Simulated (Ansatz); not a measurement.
Species: C$_{2}$H$_{6}$OSi, SMILES `C1C[SiH2]O1` (charge 0, multiplicity 1).

Q: Give a relaxed geometry from Ansatz (a quantum-chemistry and plane-wave program) with B3LYP-D3(BJ)/def2-TZVP.

A: the end point of this relaxation (outside a Z-matrix the atoms follow the SMILES, hydrogens last).
Cartesian coordinates (Å) in one orientation:
```xyz
10

C      0.351     1.075     0.147
C      0.767    -0.413     0.314
Si    -0.947    -0.728    -0.391
O     -0.996     0.943    -0.406
H      0.977     1.627    -0.555
H      0.302     1.622     1.089
H      0.945    -0.711     1.345
H      1.619    -0.706    -0.297
H     -1.964    -1.357     0.487
H     -1.054    -1.351    -1.733
```
